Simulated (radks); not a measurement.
The hafnium ion Hf30+, 42 electrons, occupied as [Kr] 4d6. Calculated with a radial shooting solver on a logarithmic mesh with Libxc functionals: scalar-relativistic Kohn-Sham, PBEsol, spin-polarised, spherical densities, finite nucleus; open shells are filled with parallel spins first (spin-orbit coupling, left out, can overturn this in heavy ions); Fermi nuclear charge, rms radius 5.347 fm. Some entries of the table are withheld. Estimate them.

orbital,occ.,eigenvalue (hartree),r(max) (bohr),<1/r> (bohr^-1)
1s up,1,-2438.362,0.01191,83.75
1s down,1,-2438.358,0.01191,83.75
2s up,1,-451.1689,0.06810,19.55
2s down,1,-451.0272,0.06809,19.56
2p up,3,-401.2640,0.05569,17.85
2p down,3,-401.1483,0.05568,17.85
3s up,1,-134.0357,0.1918,7.278
3s down,1,-133.9573,0.1918,7.281
3p up,3,-119.1109,0.1893,6.756
3p down,3,-119.0251,0.1893,6.759
3d up,5,-101.6069,0.1541,6.390
3d down,5,-101.4853,0.1542,6.390
4s up,1,-55.55214,0.4205,3.358
4s down,1,-55.20927,0.4203,3.356
4p up,3,-50.18351,0.4343,3.133
4p down,3,-49.84547,0.4342,3.130
4d up,5,-43.47843,0.4323,2.916
4d down,1,-43.14164,0.4323,2.913
5s up,0,(1),0.7845,1.853
5s down,0,(2),0.7869,1.845
5p up,0,-27.53451,0.8210,1.747
5p down,0,-27.39226,0.8235,1.739

Answer. 
(1) 5s up eigenvalue (hartree): -29.83860
(2) 5s down eigenvalue (hartree): -29.68405
